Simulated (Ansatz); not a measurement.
`C[OH+][Al-]([CH3])([CH3])[CH3]`, relaxed with RKS PBE-D4/def2-SVP in Ansatz 0.2.0 from a rough embedded geometry. The force threshold is 0.03 eV/Å; the program also tests the step.

Total charge 0; spin multiplicity 1.

Start:

```xyz
19

C    -0.939    1.040   -1.824
O     0.103    0.209   -1.621
Al    0.205   -0.288    0.175
C     1.850   -1.462    0.338
C    -1.413   -1.258    0.723
C     0.478    1.351    1.294
H    -1.032    1.364   -2.903
H    -1.937    0.545   -1.621
H    -0.914    2.034   -1.195
H     0.920    0.786   -1.779
H     1.668   -2.374   -0.208
H     1.907   -1.750    1.456
H     2.668   -0.943    0.092
H    -1.754   -1.905   -0.056
H    -1.185   -1.841    1.655
H    -2.217   -0.468    0.942
H     1.154    2.076    0.765
H    -0.507    1.843    1.490
H     0.946    1.039    2.277
```

How much energy does the relaxation release, and in how many steps? (Estimate.)

Computed: 1.29 eV, in 16 steps, 2 of them rejected.

Which bonds change most? (An estimate is asked.)

The calculation gave: O2–Al3 from 1.867 to 2.053 Å; C4–H13 from 0.999 to 1.114 Å; C1–O2 from 1.349 to 1.438 Å; C1–H9 from 1.177 to 1.110 Å.

Give the relaxed structure. (Best estimate.)

Ansatz gave: 
```xyz
19

C    -0.897    1.241   -1.847
O    -0.022    0.172   -1.448
Al    0.204   -0.386    0.515
C     1.882   -1.421    0.229
C    -1.491   -1.374    0.817
C     0.392    1.398    1.382
H    -1.034    1.233   -2.946
H    -1.871    1.047   -1.360
H    -0.516    2.227   -1.510
H     0.851    0.261   -1.876
H     1.752   -2.298   -0.442
H     2.248   -1.828    1.198
H     2.725   -0.815   -0.174
H    -1.603   -2.252    0.144
H    -1.532   -1.766    1.857
H    -2.401   -0.745    0.695
H     1.233    2.004    0.976
H    -0.525    2.025    1.323
H     0.605    1.276    2.468
```
